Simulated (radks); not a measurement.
Results of a calculation; reference values are marked as such.
Spherical quantum dot in the effective-mass picture: electrons in a hard-walled sphere of radius 6.68, with a point charge +1 (a donor) at the centre, all in effective atomic units (hartree* = m*/eps^2 hartree, bohr* = eps/m* bohr), one dielectric constant everywhere. Level of theory: non-relativistic Kohn-Sham, PBE, spin-polarised, spherical densities (a radial shooting solver with Libxc functionals). Levels are named by radial order and angular momentum (1s, 1p, 1d, 2s, ...), and open shells are averaged over m. Each electron was tried in the lowest free levels, single moves between levels near the top were tried too, and the lowest total energy was kept; such a search can miss a lower state. The series stops at N = 15: beyond it a trial failed or the search could not be trusted, so later rows were left out. At N = 1 the Hartree and exchange-correlation terms need not cancel, so that row can carry a self-interaction error.

N,open shells,2S,addition energy mu(N+1) - mu(N) (hartree*),e(HOMO) (hartree*),rms radius (bohr*)
1,"1s(up 1, down 0)",1,0.4960,-0.27713,1.768
2,none,0,0.4164,0.12211,2.456
3,"1p(up 1, down 0)",1,0.1715,0.49457,3.265
4,"1p(up 2, down 0)",2,0.1833,0.67551,3.642
5,"1p(up 3, down 0)",3,0.2434,0.86013,3.879
6,"1p(up 3, down 1)",2,0.1676,1.0926,4.050
7,"1p(up 3, down 2)",1,0.1760,1.2661,4.181
8,none,0,0.2379,1.4438,4.286
9,"2s(up 1, down 0)",1,0.2333,1.6982,4.357
10,"1d(up 1, down 0) 2s(up 1, down 0)",2,0.1749,1.9134,4.440
11,"1d(up 2, down 0) 2s(up 1, down 0)",3,0.1754,2.0886,4.510
12,"1d(up 3, down 0) 2s(up 1, down 0)",4,0.1757,2.2642,4.571
13,"1d(up 4, down 0) 2s(up 1, down 0)",5,0.1757,2.4399,4.624
14,"1d(up 5, down 0) 2s(up 1, down 0)",6,0.2195,2.6243,4.670
15,"1d(up 5, down 1) 2s(up 1, down 0)",5,-,2.8326,4.713

All shells are closed at N = 2, 8 (there: 1s2 1p6); the second difference of the energy has clear peaks (12 % above both neighbours; the first and last values, which can be the largest, are not judged, and half-filled shells can peak too) at N = 5.
